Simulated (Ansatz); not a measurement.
**Abstraction of F: CH2BrF + GeH2(CH3) → CH2Br + GeH2(CH3)F**

Species: CH2BrF (bromofluoromethane) `FCBr`, singlet; GeH2(CH3), doublet; CH2Br `[CH2]Br`, doublet; GeH2(CH3)F, singlet. A radical takes F: the energy is the difference in strength between the C–F bond broken and the Ge–F bond made.

Shapes, held fixed at every level: PBE0-D4/def2-TZVP. Programs: Ansatz 0.2.0. The zero-point and thermal change to 298 K, harmonic and unscaled (PBE0-D4/def2-TZVP), is -8.1 kJ/mol.

```json
{"level": "MP2/def2-SVP", "kind": "perturbation theory", "ΔH(298 K) (kJ/mol)": "-81.2", "less CCSD(T)/def2-TZVPP": "+10.1"}
{"level": "MP2/def2-TZVPP", "kind": "perturbation theory", "ΔH(298 K) (kJ/mol)": "-88.9", "less CCSD(T)/def2-TZVPP": "+2.4"}
{"level": "PBE-D4/def2-TZVPP", "kind": "GGA", "ΔH(298 K) (kJ/mol)": "-73.4", "less CCSD(T)/def2-TZVPP": "+17.9"}
{"level": "B3LYP-D4/def2-TZVPP", "kind": "global hybrid", "ΔH(298 K) (kJ/mol)": "-85.4", "less CCSD(T)/def2-TZVPP": "+5.9"}
{"level": "PBE0-D4/def2-TZVPP", "kind": "global hybrid", "ΔH(298 K) (kJ/mol)": "-79.7", "less CCSD(T)/def2-TZVPP": "+11.6"}
{"level": "wB97X-V/def2-TZVPP", "kind": "range-separated hybrid", "ΔH(298 K) (kJ/mol)": "-90.4", "less CCSD(T)/def2-TZVPP": "+0.9"}
{"level": "CCSD/def2-SVP", "kind": "coupled cluster or CI", "ΔH(298 K) (kJ/mol)": "-84.1", "less CCSD(T)/def2-TZVPP": "+7.2"}
{"level": "CCSD(T)/def2-TZVPP", "kind": "coupled cluster or CI", "ΔH(298 K) (kJ/mol)": "-91.3", "less CCSD(T)/def2-TZVPP": "0.0"}
```

The highest level, CCSD(T)/def2-TZVPP, gives ΔH(298 K) = -91.3 kJ/mol; the levels span -91.3 to -73.4. The column of differences is taken from that level and isn't an error. No measured value is set beside it here. Open shells run unrestricted. Relativity is left out for Br, Ge. Outer-core shells of Br, Ge are correlated, in sets that cover them unevenly.
